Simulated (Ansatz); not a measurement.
NiP₂H₈⁺, that is NiH2(PH3)2 with one electron fewer, relaxed as a doublet with UKS PBE-D4/def2-SVP in Ansatz, starting from the PBE-D4/def2-SVP geometry of the neutral singlet. Force threshold 0.02 eV/Å.

In the charge 1 doublet, H2 and H3 lie 0.84 Å apart (atoms count from 1), so H2 has formed as a molecule. No other spin state of charge 1 was run.

Start:

Cartesian coordinates in Å:
```
Ni 0.0022 -0.4437 -0.6271
H 0.4296 -1.4880 -1.6813
H -0.4209 -1.0977 -1.9605
P -1.5439 0.9156 -0.2131
H -1.5763 1.7789 0.9456
H -2.9078 0.4729 -0.0511
H -1.8870 1.9693 -1.1375
P 1.5433 -0.4984 0.7983
H 2.9117 -0.2162 0.4375
H 1.8712 -1.7150 1.5016
H 1.5780 0.3222 1.9875
```

Problem. Estimate the energy that the relaxation releases and the steps that it takes.

Solution. 67.5 kJ/mol, in 9 steps; 31 s on 4 threads of Arm Neoverse V1 on a shared host. The force fell under the threshold at step 8, but the optimiser went on. No frequencies were taken in this run, so the end may be a saddle point.

Problem. Does the start keep its bonding and symmetry?

Solution. By distances, no bond broke or formed. The bond that changes most is Ni1–P4, from 2.10 to 2.23 Å (atoms count from 1). Point group C2v at the start, C2v at the end, both within 0.05 Å.

Problem. Predict the relaxed structure.

Solution. 
```xyz
11

Ni    0.0012   -0.1036   -0.1485
H     0.3681   -1.2114   -1.3467
H    -0.3645   -0.8774   -1.5856
P    -1.8888    1.0648   -0.3375
H    -2.1810    2.0107    0.6933
H    -3.1288    0.3564   -0.3651
H    -2.0624    1.9024   -1.4814
P     1.8885   -0.6641    0.8990
H     3.1304   -0.4675    0.2213
H     2.0560   -2.0172    1.3249
H     2.1813    0.0069    2.1264
```
Bond lengths: 2 × Ni–P 2.23 Å; 6 × H–P 1.43 Å; 2 × H–Ni 1.67 Å.
